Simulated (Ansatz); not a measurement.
Reaction (substitution at a C–C bond): `O=CCB(F)F` + `[NH2][GeH3]` → `O=C[NH][GeH3]` + `CB(F)F`

Program: Ansatz. Geometries: PBE0-D4/def2-TZVP. ΔE: electronic, gas phase. CBS: MP2 limit from def2 TZ/QZ plus the TZ coupled-cluster correction, frozen cores. Functionals use def2-TZVPP. B3LYP here is the variant with VWN-RPA as its local correlation; programs differ in this. For Ge outer-core shells are correlated without core-valence functions, which leaves a few kJ/mol of doubt a bond. Scalar relativity is left out up to krypton. Each species was taken in one conformer, which may not be the lowest.

**Question.** Is it downhill or uphill in electronic energy at CCSD(T)/CBS, and by how much? (Best estimate.)

**Answer.** Ansatz gave: Downhill: ΔE = -76.7 kJ/mol.

**Question.** What do these levels give: r2SCAN-D4, B3LYP-D4, r2SCAN, PBE0, HF/def2-TZVPP, MP2/def2-TZVPP, SCS-MP2/def2-TZVPP, CCSD/def2-TZVPP, CCSD(T)/def2-TZVPP, HF/def2-QZVPP, MP2/def2-QZVPP, SCS-MP2/def2-QZVPP? (Best estimate.)

**Answer.** The calculation gave: r2SCAN-D4 -87.3, B3LYP-D4 -84.6, r2SCAN -87.2, PBE0 -82.9, HF/def2-TZVPP -79.1, MP2/def2-TZVPP -80.8, SCS-MP2/def2-TZVPP -77.7, CCSD/def2-TZVPP -75.7, CCSD(T)/def2-TZVPP -77.3, HF/def2-QZVPP -78.7, MP2/def2-QZVPP -80.3, SCS-MP2/def2-QZVPP -77.1 kJ/mol.

Largest T1 diagnostic among the species: 0.015.
